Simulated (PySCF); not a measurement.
CH₂BNO₃. Atoms are numbered in the order given.

```xyz
8

B      0.0000     0.0000    -1.0277
N      0.0000     0.0000     0.4265
C      0.0000     0.0000     1.6215
O      0.0000     0.0000     2.7918
O      0.0000    -1.1652    -1.7250
H      0.0000    -1.9400    -1.1549
O      0.0000     1.1652    -1.7250
H      0.0000     1.9400    -1.1549
```

Geometry optimised at ωB97X-D3(BJ)/def2-SVP. This is a generated structure with no PubChem entry under its InChIKey; it may be hypothetical. The values are those of a single conformer.

All values below come from PBE/def2-TZVP (PySCF).

Symmetry labels are those of the subgroup C2v that the program uses (full group C2v).

Computed valence orbital energies around the gap with their symmetry:
| orbital | symmetry | energy (eV) |
|---|---|---|
| HOMO−7 | B1 | -11.63 |
| HOMO−6 | B2 | -11.61 |
| HOMO−5 | B2 | -9.91 |
| HOMO−4 | B1 | -9.91 |
| HOMO−3 | A1 | -9.10 |
| HOMO−2 | A2 | -8.01 |
| HOMO−1 | B1 | -7.62 |
| HOMO | B2 | -7.40 |
| LUMO | B1 | -1.01 |
| LUMO+1 | A1 | -0.60 |
| LUMO+2 | B2 | 0.08 |
| LUMO+3 | B2 | 0.74 |
